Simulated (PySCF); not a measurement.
## Correlation energy of Ni²⁺ (nickel, charge +2)

[Ar] 3d7 4s1, high-spin 5F determinant (an excited configuration). All numbers are calculated (PySCF 2.14, the non-relativistic Hamiltonian (point nucleus), in aug-cc-pVDZ). Frozen: [Ar]; 8 electrons correlated.

MP2 pair energies summed by pair of shells (mhartree):

| pair | energy | share (%) |
| --- | --- | --- |
| 3d-3d | -136.72 | 87.5 |
| 3d-4s | -19.51 | 12.5 |

Total MP2 correlation energy: -156.23 mhartree.

Same-spin part -73.28 and opposite-spin part -82.96 mhartree; SCS-MP2 scales them by 1/3 and 6/5 to -123.97 mhartree.
